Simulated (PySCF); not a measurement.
C₃H₇FOSi, SMILES O=CC[SiH2]CF. Geometry: PBE-D3(BJ)/def2-SVP. The structure was generated by enumeration, and PubChem lists no compound with its InChIKey, so it may never have been made. Other conformers were not sampled.

Computed equilibrium geometry at PBE-D3(BJ)/def2-SVP (PySCF confirms it by a frequency run) as a Z-matrix (one conformer of several):
```
Si
H 1 1.5004
H 1 1.5022 2 109.83
C 1 1.9124 2 109.31 3 -119.60
F 4 1.3945 1 108.87 2 61.96
H 4 1.1149 5 109.28 1 121.61
H 4 1.1151 6 106.97 5 -118.27
C 1 1.9191 2 109.56 3 119.46
H 8 1.1097 1 107.02 2 -56.10
H 8 1.1108 9 110.12 1 116.05
C 8 1.5023 9 109.93 10 122.39
O 11 1.2151 8 125.12 9 23.36
H 11 1.1366 12 120.71 8 -178.02
```
